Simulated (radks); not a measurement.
Task: All-electron atom: Eu3+ in [Xe] 4f6. Method: Dirac Kohn-Sham, PBE, spin-unpolarised, spherical densities, finite nucleus; open shells fill j = l - 1/2 first; Fermi nuclear charge, rms radius 5.1115 fm; computed with a radial shooting solver on a logarithmic mesh with Libxc functionals.

Spin-orbit splittings of the eigenvalues, e(l+1/2) - e(l-1/2), with zeta = 2 splitting/(2l+1) and mean radii in bohr:

shell  occ.  splitting (eV)  zeta (eV)  <r> j=l-1/2  <r> j=l+1/2
2p        6           648.0      432.0      0.07907      0.08580
3p        6               ?          ?       0.2388       0.2517
3d       10           28.73      11.49       0.2236       0.2276
4p        6           29.24      19.49       0.5783       0.6074
4d       10           5.267      2.107       0.6458       0.6561
4f        6          0.6762     0.1932       0.8742       0.8849
5p        6           4.206      2.804        1.500        1.582

Estimate the 3p splitting.

Result: 132.1 eV (zeta = 88.05 eV).
